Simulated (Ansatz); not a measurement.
**Relative stability**

The two ends of one reaction step of AlBHCl$_{5}$, closed shell (PBE0-D4/def2-TZVP).

A:

```xyz
8
angstrom
Al -0.8488 0.9230 -1.1868
H 0.4287 0.7495 -2.0753
Cl -2.7083 0.2266 -1.8750
Cl -0.8931 2.3819 0.3253
B 1.0333 -1.0571 1.2139
Cl -0.5097 -1.1840 0.3495
Cl 2.1491 0.1833 0.8042
Cl 1.3488 -2.2232 2.4443
```

B:

```
8
angstrom
Al -0.9951 0.6191 -0.5319
H 0.6762 0.0082 -0.5822
Cl -2.0104 -0.4691 -1.9691
Cl -0.8155 2.6799 -0.5746
B 0.9069 -0.5797 0.5220
Cl -0.9655 -0.2719 1.4550
Cl 2.1134 0.3231 1.4332
Cl 1.0899 -2.3096 0.2477
```

Ansatz 0.2.0; basis: def2-TZVPP; cores frozen in the correlated methods. B3LYP uses VWN-RPA correlation.

**Question.** Which structure is lower at CCSD(T), and by how much? (Judge from chemistry; the value comes from the calculation.)

**Answer.** The calculation gives: B, by 58.5 kJ/mol (electronic energy, against the other). By their contacts, A is AlBHCl₅ ([Cl][B]([Cl])[Cl][AlH]([Cl])[Cl]) and B is AlBHCl₅ ([Cl][B]12([Cl])[H][Al]1([Cl])([Cl])[Cl]2).

All methods give the same order:

| method | E(B) − E(A) (kJ/mol) |
| --- | --- |
| SPW92 | -72.2 |
| PBE-D4 | -61.5 |
| BLYP-D4 | -48.3 |
| r2SCAN-D4 | -64.9 |
| B97M-V | -47.8 |
| PBE0-D4 | -63.9 |
| B3LYP-D4 | -51.1 |
| r2SCAN0-D4 | -65.4 |
| BHLYP-D4 | -51.6 |
| CAM-B3LYP-D4 | -51.4 |
| wB97X-V | -55.6 |
| wB97M-V | -55.1 |
| B2PLYP | -52.2 |
| PBE-QIDH | -65.2 |
| RPA on PBE | -54.4 |
| HF | -31.1 |
| MP2 | -63.7 |
| CCSD | -55.4 |
| CCSD(T) | -58.5 |

No T1 diagnostic of these runs exceeds 0.011.

Labels in which every atom is bracketed show which atoms are joined, not bond orders.

For scale, one of the runs: CCSD(T)/def2-TZVPP, 297 basis functions, launched by `ansatz run in.yaml --threads 4 --pin off --events-out ev --progress --plain --max-ram 46080MiB --backend cuda --devices 0, --max-vram 37GiB`. The run took 6 s on 4 CPU threads of an AMD EPYC 7R13 and a share of one NVIDIA H100 (shared host), with 0.87 GiB of host memory at its peak.
